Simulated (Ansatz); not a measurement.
C5H9B can be A, `C#CCBCC`, or B, `CBC#CCC`.

Calculated with Ansatz (gas phase, PBE0-D4/def2-TZVP geometries, no zero-point term in ΔE). CCSD(T)/CBS is the MP2 limit (def2-TZVPP, def2-QZVPP) plus CCSD(T) − MP2 in def2-TZVPP, frozen cores. Functionals use def2-TZVPP. B3LYP here is the variant with VWN-RPA as its local correlation; programs differ in this. One conformer a species, not always the lowest.

(1) Which isomer does CCSD(T)/CBS put lower? Give the gap. (Estimate.)

(2) Give E(B) − E(A) in kJ/mol with r2SCAN-D4, B3LYP-D4, CCSD(T)/def2-TZVPP, ωB97M-V, MP2/def2-TZVPP, HF/def2-TZVPP, PBE0-D4. (Best estimate.)

Largest T1 diagnostic: 0.012.

Answers

(1) The calculation gave: B, by 62.7 kJ/mol.

(2) Computed: r2SCAN-D4 -70.2, B3LYP-D4 -71.0, CCSD(T)/def2-TZVPP -63.4, ωB97M-V -63.1, MP2/def2-TZVPP -62.7, HF/def2-TZVPP -78.6, PBE0-D4 -66.9. None reverses the order clearly.

In def2-TZVPP, CCSD(T) changes the Hartree–Fock value by +15.2 kJ/mol (the triples alone add +0.8 kJ/mol) and MP2 by +15.8 kJ/mol. The D4 term adds +7.2 kJ/mol with B3LYP and +4.0 kJ/mol with PBE0; it sums over pairs of atoms, weighted by their polarisabilities, and B3LYP, whose exchange is more repulsive, gets the larger term.
